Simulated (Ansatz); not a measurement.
Consider the hydrogen abstraction from the Sb–H bond: `[CH3][SbH][SiH3]` + `[SiH3]`• → `[CH3][Sb][SiH3]`• + SiH₄.

Program: Ansatz. Geometries: PBE0-D4/def2-TZVP. ΔE: electronic, gas phase. CCSD(T)/CBS is the MP2 limit (def2-TZVPP, def2-QZVPP) plus CCSD(T) − MP2 in def2-TZVPP, frozen cores. This one scheme is used for every species. DFT in def2-TZVPP. Open shells (•) are unrestricted, without spin–orbit coupling. def2 core potentials past Kr. For Sb outer-core shells are correlated without core-valence functions, which leaves a few kJ/mol of doubt a bond.

```
             level  ΔE (eV)
              PBE0    -1.09
RPA@PBE/def2-TZVPP    -1.07
```

(1) What does CCSD(T)/CBS give? (Best estimate.)

Largest T1 diagnostic among the species: 0.015.

Results:

(1) The calculation gave: -1.13 eV. The listed levels differ from it by 0.04, 0.06 eV.

From BLYP to BHLYP (50 % exact exchange), in def2-TZVPP and without D4, ΔE moves by −0.10 eV. At CCSD(T), def2-SVP lies −0.03 eV from the extrapolated value and def2-TZVPP +0.00 eV.
